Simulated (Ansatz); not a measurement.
HO, charge -1, singlet, geometry from GFN2-xTB (a gas-phase anion, which may not be bound at this level). Base run: CCSD/pcseg-1 in Ansatz (a quantum-chemistry and plane-wave program).

Input for Ansatz:
Ansatz 0.2 input:
```yaml
crystal:
  periodic: [false, false, false]
  atoms:
    - {symbol: O, position_ang: [-0.00000000, -0.00000000, -0.10875384]}
    - {symbol: H, position_ang: [0.00000000, 0.00000000, 0.87003075]}
basis:
  gaussian:
    orbitals: pcseg-1.json
total_charge: -1
magnetization: {spin_polarized: false}
correlation: {method: ccsd}
```
The basis file holds pcseg-1 in the JSON format of the Basis Set Exchange.

The base run was repeated with changes; each row names its change, and settings that it needs were set with it.

```
change                                                             ΔE vs base (kcal/mol)  MP2 correlation (Eh)  CC correlation without the perturbative part (Eh)  basis functions
-----------------------------------------------------------------  ---------------------  --------------------  -------------------------------------------------  ---------------
base                                                                               0.000              -0.19985                                           -0.20515               19
method = ccsd_t                                                                    -1.28              -0.19985                                           -0.20515               19
method = bccd_t                                                                    -1.27              -0.19985                                           -0.20506               19
accuracy = high                                                                   -0.001              -0.19985                                           -0.20515               19
fitting = cc-pVTZ-JKFIT (mean field), cc-pVTZ-RIFIT (correlation)                  0.020              -0.19982                                           -0.20513               19
diis_vectors = 2                                                                   0.000              -0.19985                                           -0.20515               19
reference functional = pbe0                                                        0.268                     -                                           -0.20644               19
method = bccd                                                                      0.055              -0.19985                                           -0.20506               19
electrons = all                                                                    -1.07              -0.20180                                           -0.20686               19
method = mp2                                                                         ___              -0.19985                                                  -               19
```

Question: What belongs in the gaps?

Answer: 
- method = mp2, ΔE vs base (kcal/mol): 3.32

A gas-phase anion may not be bound at this level; its values then depend on the basis.
